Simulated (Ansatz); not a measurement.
## Worked example: SiH2(CH3)Br + CH2F2O → SiH2(CH3)(OH) + CHBrF2

Species: SiH2(CH3)Br, singlet; CH2F2O `OC(F)F`, singlet; SiH2(CH3)(OH), singlet; CHBrF2 (bromodifluoromethane) `FC(F)Br`, singlet. The partners trade Br for OH: Si–Br and C–OH bonds give way to Si–OH and C–Br.

Shapes, held fixed at every level: PBE0-D4/def2-TZVP. Flexible molecules stand in one conformer, not always the lowest. Programs: Ansatz 0.2.0. The zero-point and thermal change to 298 K, harmonic and unscaled (PBE0-D4/def2-TZVP), is -4.3 kJ/mol.

At CCSD(T)/def2-TZVPP; 1 Eh = 2625.50 kJ/mol:

| species | energy (Eh) |
| --- | --- |
| SiH2(CH3)Br | -2902.854605 |
| CH2F2O | -313.862338 |
| SiH2(CH3)(OH) | -405.880848 |
| CHBrF2 | -2810.816010 |

Problem. Work out ΔH(298 K) of the reaction at this level.

Solution. 
1. Products less reactants: (-405.880848) + (-2810.816010) − [(-2902.854605) + (-313.862338)] = 0.020085 Eh = +52.7 kJ/mol.
2. With the thermal change: +52.7 + (-4.3) = +48.4 kJ/mol.

Other levels give +43.7 (B3LYP-D4/def2-TZVPP) to +80.8 kJ/mol (CCSD(T)/def2-SVP). No measured value is set beside it here. Relativity is left out for Br. Outer-core shells of Br are correlated in most correlated rows, in sets that cover them unevenly.
